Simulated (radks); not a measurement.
The numbers below are computed, except where a source is named.
Pt III, configuration [Xe] 4f14 5d8 (the NIST ground configuration). Level of theory: scalar-relativistic Kohn-Sham, PBE, spin-polarised, spherical densities, finite nucleus; open shells are filled with parallel spins first (spin-orbit coupling, left out, can overturn this in heavy ions); Fermi nuclear charge, rms radius 5.427 fm (a radial shooting solver on a logarithmic mesh with Libxc functionals).

Local quantities along the radius. ELF = 1/(1 + alpha^2) is the electron localisation function; alpha = (tau - tau_W)/tau_unif compares the Pauli kinetic energy density with that of the uniform gas (summed over spins). tau is taken from the large components.

```
   r/bohr * ELF (the largest magnitude, 0.999, reaches the edge; | marks zero)
 0.001745 |                                                      *
 0.002328 |                                                      *
 0.003105 |                                                      *
 0.004141 |                                                      *
 0.005524 |                                                      *
 0.007308 |                                                     *
 0.009748 |                                                    *
    0.013 |                                              *
  0.01734 |                              *
  0.02313 |                  *
   0.0306 |                      *
  0.04081 |                                   *
  0.05444 |                                        *
   0.0726 |                            *
  0.09684 |                  *
   0.1281 |                               *
   0.1709 |                                      *
   0.2279 |                   *
    0.304 |                     *
   0.4055 |                                      *
   0.5408 |                               *
   0.7155 |                 *
   0.9543 |                            *
    1.273 |                                  *
    1.698 |                        *
    2.264 |          *
    2.996 |  *
    3.996 *
     5.33 *
```

On this mesh the ELF has minima near r = 0.027, 0.097, 0.26, 0.72 bohr, which separate the shells, and maxima near 0.054 (0.74), 0.17 (0.71), 0.41 (0.71), 1.3 (0.64).
